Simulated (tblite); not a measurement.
A geometry optimisation, step by step.

Species: C₄H₃F₃N₂S₂.
Atom-mapped SMILES: `[CH3:1][S:2][c:3]1[s:4][n:5][n:6][c:7]1[C:8]([F:9])([F:10])[F:11]` (hydrogens: H12, H13, H14 on C1)

Computed with GFN2-xTB (tblite), gas phase: L-BFGS steps from a force-field or distance-geometry start until the largest atomic force falls under 0.01 eV/Å. 5 of its 112 geometries are shown.

Step 0: E = -995.4658 eV, largest atomic force 3.509 eV/Å
```
atom  x, y, z in Å  |  force x, y, z in eV/Å
C1      2.428    0.014    0.123   -0.131  -0.171   0.821
S2      1.312    0.570   -1.212    0.374   0.289   0.047
C3     -0.069   -0.441   -0.871   -0.875   0.078   0.469
S4     -0.270   -2.013   -1.518   -0.965  -0.630   0.444
N5     -1.748   -2.249   -0.759    0.090   2.925   1.091
N6     -2.142   -1.197   -0.071    2.890  -0.682  -1.870
C7     -1.207   -0.150   -0.125   -1.303  -2.008  -0.065
C8     -1.490    1.111    0.614   -0.711   0.421   0.323
F9     -2.656    1.057    1.309    0.809   0.025  -0.469
F10    -1.594    2.173   -0.221    0.139  -0.377   0.401
F11    -0.524    1.399    1.511   -0.179   0.015  -0.261
H12     2.641   -1.051    0.022   -0.051   0.125  -0.109
H13     1.958    0.198    1.111    0.203  -0.013  -0.632
H14     3.360    0.577    0.066   -0.289   0.003  -0.191
```

Step 28: E = -995.7508 eV, largest atomic force 0.019 eV/Å
```
atom  x, y, z in Å  |  force x, y, z in eV/Å
C1      2.403    0.003    0.142   -0.003  -0.004  -0.002
S2      1.286    0.624   -1.160   -0.006  -0.012   0.011
C3     -0.077   -0.437   -0.856    0.002  -0.009  -0.004
S4     -0.244   -2.045   -1.463    0.014   0.012  -0.002
N5     -1.719   -2.205   -0.746    0.001   0.004   0.008
N6     -2.096   -1.188   -0.115    0.002   0.001   0.001
C7     -1.229   -0.167   -0.137    0.004  -0.004  -0.003
C8     -1.496    1.106    0.604    0.003  -0.001  -0.003
F9     -2.625    1.065    1.305    0.001   0.005  -0.006
F10    -1.571    2.165   -0.214   -0.010   0.003   0.004
F11    -0.503    1.372    1.476   -0.012   0.011   0.008
H12     2.597   -1.055   -0.011   -0.002  -0.001  -0.015
H13     1.954    0.187    1.113    0.007   0.000   0.000
H14     3.319    0.574    0.037   -0.001  -0.005   0.002
```

Step 56: E = -995.8464 eV, largest atomic force 0.640 eV/Å
```
atom  x, y, z in Å  |  force x, y, z in eV/Å
C1      2.688   -0.263   -0.100   -0.092  -0.043   0.110
S2      1.319    0.886   -0.516    0.146  -0.253   0.258
C3      0.023   -0.251   -0.370   -0.204  -0.085   0.014
S4      0.144   -1.913   -0.860   -0.607   0.201   0.014
N5     -1.504   -2.129   -0.632    0.150   0.230   0.263
N6     -2.092   -1.110   -0.200    0.493  -0.077  -0.070
C7     -1.309   -0.034   -0.003    0.052  -0.311  -0.375
C8     -1.888    1.233    0.538   -0.014  -0.048  -0.210
F9     -3.123    1.075    1.000   -0.075  -0.108   0.176
F10    -1.967    2.197   -0.394    0.145   0.138  -0.125
F11    -1.141    1.729    1.535    0.037   0.068   0.104
H12     2.694   -1.125   -0.768   -0.071   0.195   0.058
H13     2.527   -0.569    0.936    0.137  -0.025  -0.209
H14     3.629    0.271   -0.188   -0.098   0.115  -0.008
```

Step 83: E = -995.9701 eV, largest atomic force 0.048 eV/Å
```
atom  x, y, z in Å  |  force x, y, z in eV/Å
C1      2.744   -0.278   -0.166   -0.004  -0.014   0.013
S2      1.319    0.792    0.190   -0.010   0.010  -0.020
C3      0.021   -0.305   -0.078    0.009  -0.009  -0.004
S4      0.155   -1.951   -0.584   -0.004   0.000   0.004
N5     -1.498   -2.129   -0.598    0.001  -0.023   0.040
N6     -2.114   -1.095   -0.257    0.018   0.012  -0.032
C7     -1.346   -0.045    0.046    0.005  -0.001   0.026
C8     -1.945    1.265    0.435   -0.005   0.003   0.002
F9     -3.219    1.159    0.807   -0.003  -0.001  -0.017
F10    -1.903    2.152   -0.578    0.004   0.019   0.022
F11    -1.287    1.840    1.459    0.003  -0.006  -0.011
H12     2.583   -0.796   -1.107    0.023   0.014   0.004
H13     2.882   -0.984    0.649   -0.026  -0.014  -0.038
H14     3.608    0.375   -0.240   -0.011   0.010   0.013
```

Step 111: E = -995.9819 eV, largest atomic force 0.010 eV/Å
```
atom  x, y, z in Å  |  force x, y, z in eV/Å
C1      2.733   -0.265   -0.203    0.003  -0.004   0.002
S2      1.311    0.817    0.120   -0.001  -0.006  -0.002
C3      0.021   -0.301   -0.089    0.003   0.002   0.000
S4      0.166   -1.963   -0.531   -0.003   0.002   0.005
N5     -1.484   -2.166   -0.481    0.000   0.000   0.002
N6     -2.106   -1.125   -0.173    0.001  -0.002   0.000
C7     -1.345   -0.052    0.061    0.001   0.000  -0.002
C8     -1.943    1.267    0.423   -0.001  -0.001   0.002
F9     -3.238    1.183    0.714   -0.002   0.001  -0.008
F10    -1.820    2.164   -0.574    0.005   0.004   0.005
F11    -1.335    1.818    1.491   -0.004  -0.005   0.001
H12     2.689   -0.635   -1.224   -0.006   0.004   0.007
H13     2.732   -1.089    0.506    0.002   0.007  -0.005
H14     3.619    0.347   -0.064    0.000  -0.003  -0.006
```

Question: Summarise the path.

Answer: The energy falls by 49.80 kJ/mol from step 0 to step 111; nine tenths of that is first reached at step 66. It rises by more than 0.2 meV at step 43. The largest force goes from 3.509 to 0.010 eV/Å. Among the bonds N6–C7 changes most, from 1.404 to 1.336 Å; the atoms move by 0.868 Å rms after alignment.

Question: Follow the three bonds and two angles with the largest change from start to end.

Answer: 
```json
{"step": "0", "E above end (kJ/mol)": "49.80", "largest force (eV/Å)": "3.509", "N6–C7 (Å)": "1.404", "N5–N6 (Å)": "1.318", "C8–F9 (Å)": "1.359", "N5–N6–C7 (°)": "112.1", "S2–C3–S4 (°)": "123.5"}
{"step": "5", "E above end (kJ/mol)": "23.03", "largest force (eV/Å)": "0.098", "N6–C7 (Å)": "1.340", "N5–N6 (Å)": "1.256", "C8–F9 (Å)": "1.330", "N5–N6–C7 (°)": "114.6", "S2–C3–S4 (°)": "123.9"}
{"step": "10", "E above end (kJ/mol)": "22.62", "largest force (eV/Å)": "0.065", "N6–C7 (Å)": "1.340", "N5–N6 (Å)": "1.254", "C8–F9 (Å)": "1.330", "N5–N6–C7 (°)": "114.7", "S2–C3–S4 (°)": "124.5"}
{"step": "14", "E above end (kJ/mol)": "22.49", "largest force (eV/Å)": "0.051", "N6–C7 (Å)": "1.340", "N5–N6 (Å)": "1.254", "C8–F9 (Å)": "1.330", "N5–N6–C7 (°)": "114.5", "S2–C3–S4 (°)": "124.9"}
{"step": "19", "E above end (kJ/mol)": "22.36", "largest force (eV/Å)": "0.042", "N6–C7 (Å)": "1.340", "N5–N6 (Å)": "1.254", "C8–F9 (Å)": "1.330", "N5–N6–C7 (°)": "114.6", "S2–C3–S4 (°)": "125.3"}
{"step": "24", "E above end (kJ/mol)": "22.32", "largest force (eV/Å)": "0.020", "N6–C7 (Å)": "1.340", "N5–N6 (Å)": "1.254", "C8–F9 (Å)": "1.330", "N5–N6–C7 (°)": "114.5", "S2–C3–S4 (°)": "125.3"}
{"step": "29", "E above end (kJ/mol)": "22.29", "largest force (eV/Å)": "0.019", "N6–C7 (Å)": "1.340", "N5–N6 (Å)": "1.255", "C8–F9 (Å)": "1.329", "N5–N6–C7 (°)": "114.5", "S2–C3–S4 (°)": "125.3"}
{"step": "34", "E above end (kJ/mol)": "22.26", "largest force (eV/Å)": "0.037", "N6–C7 (Å)": "1.340", "N5–N6 (Å)": "1.254", "C8–F9 (Å)": "1.329", "N5–N6–C7 (°)": "114.6", "S2–C3–S4 (°)": "125.1"}
{"step": "39", "E above end (kJ/mol)": "21.97", "largest force (eV/Å)": "0.137", "N6–C7 (Å)": "1.340", "N5–N6 (Å)": "1.255", "C8–F9 (Å)": "1.330", "N5–N6–C7 (°)": "114.6", "S2–C3–S4 (°)": "125.4"}
{"step": "43", "E above end (kJ/mol)": "21.55", "largest force (eV/Å)": "0.284", "N6–C7 (Å)": "1.340", "N5–N6 (Å)": "1.254", "C8–F9 (Å)": "1.330", "N5–N6–C7 (°)": "114.8", "S2–C3–S4 (°)": "125.4"}
{"step": "48", "E above end (kJ/mol)": "20.39", "largest force (eV/Å)": "0.141", "N6–C7 (Å)": "1.340", "N5–N6 (Å)": "1.253", "C8–F9 (Å)": "1.330", "N5–N6–C7 (°)": "114.7", "S2–C3–S4 (°)": "125.2"}
{"step": "53", "E above end (kJ/mol)": "17.41", "largest force (eV/Å)": "0.541", "N6–C7 (Å)": "1.340", "N5–N6 (Å)": "1.251", "C8–F9 (Å)": "1.336", "N5–N6–C7 (°)": "115.3", "S2–C3–S4 (°)": "123.5"}
{"step": "58", "E above end (kJ/mol)": "11.23", "largest force (eV/Å)": "0.255", "N6–C7 (Å)": "1.340", "N5–N6 (Å)": "1.251", "C8–F9 (Å)": "1.329", "N5–N6–C7 (°)": "115.5", "S2–C3–S4 (°)": "123.8"}
{"step": "63", "E above end (kJ/mol)": "6.33", "largest force (eV/Å)": "0.246", "N6–C7 (Å)": "1.338", "N5–N6 (Å)": "1.249", "C8–F9 (Å)": "1.333", "N5–N6–C7 (°)": "115.6", "S2–C3–S4 (°)": "125.4"}
{"step": "68", "E above end (kJ/mol)": "4.47", "largest force (eV/Å)": "0.140", "N6–C7 (Å)": "1.337", "N5–N6 (Å)": "1.250", "C8–F9 (Å)": "1.332", "N5–N6–C7 (°)": "115.2", "S2–C3–S4 (°)": "126.6"}
{"step": "72", "E above end (kJ/mol)": "3.36", "largest force (eV/Å)": "0.213", "N6–C7 (Å)": "1.338", "N5–N6 (Å)": "1.248", "C8–F9 (Å)": "1.332", "N5–N6–C7 (°)": "115.8", "S2–C3–S4 (°)": "126.9"}
{"step": "77", "E above end (kJ/mol)": "1.51", "largest force (eV/Å)": "0.151", "N6–C7 (Å)": "1.336", "N5–N6 (Å)": "1.251", "C8–F9 (Å)": "1.331", "N5–N6–C7 (°)": "115.1", "S2–C3–S4 (°)": "126.4"}
{"step": "82", "E above end (kJ/mol)": "1.17", "largest force (eV/Å)": "0.049", "N6–C7 (Å)": "1.336", "N5–N6 (Å)": "1.251", "C8–F9 (Å)": "1.331", "N5–N6–C7 (°)": "115.4", "S2–C3–S4 (°)": "126.5"}
{"step": "87", "E above end (kJ/mol)": "0.90", "largest force (eV/Å)": "0.080", "N6–C7 (Å)": "1.336", "N5–N6 (Å)": "1.251", "C8–F9 (Å)": "1.330", "N5–N6–C7 (°)": "115.4", "S2–C3–S4 (°)": "126.6"}
{"step": "92", "E above end (kJ/mol)": "0.27", "largest force (eV/Å)": "0.093", "N6–C7 (Å)": "1.336", "N5–N6 (Å)": "1.250", "C8–F9 (Å)": "1.331", "N5–N6–C7 (°)": "115.5", "S2–C3–S4 (°)": "126.4"}
{"step": "97", "E above end (kJ/mol)": "0.10", "largest force (eV/Å)": "0.024", "N6–C7 (Å)": "1.336", "N5–N6 (Å)": "1.251", "C8–F9 (Å)": "1.330", "N5–N6–C7 (°)": "115.4", "S2–C3–S4 (°)": "126.1"}
{"step": "101", "E above end (kJ/mol)": "0.06", "largest force (eV/Å)": "0.024", "N6–C7 (Å)": "1.336", "N5–N6 (Å)": "1.251", "C8–F9 (Å)": "1.330", "N5–N6–C7 (°)": "115.4", "S2–C3–S4 (°)": "126.3"}
{"step": "106", "E above end (kJ/mol)": "0.02", "largest force (eV/Å)": "0.020", "N6–C7 (Å)": "1.336", "N5–N6 (Å)": "1.251", "C8–F9 (Å)": "1.330", "N5–N6–C7 (°)": "115.4", "S2–C3–S4 (°)": "126.5"}
{"step": "111", "E above end (kJ/mol)": "0.00", "largest force (eV/Å)": "0.010", "N6–C7 (Å)": "1.336", "N5–N6 (Å)": "1.251", "C8–F9 (Å)": "1.330", "N5–N6–C7 (°)": "115.4", "S2–C3–S4 (°)": "126.5"}
```
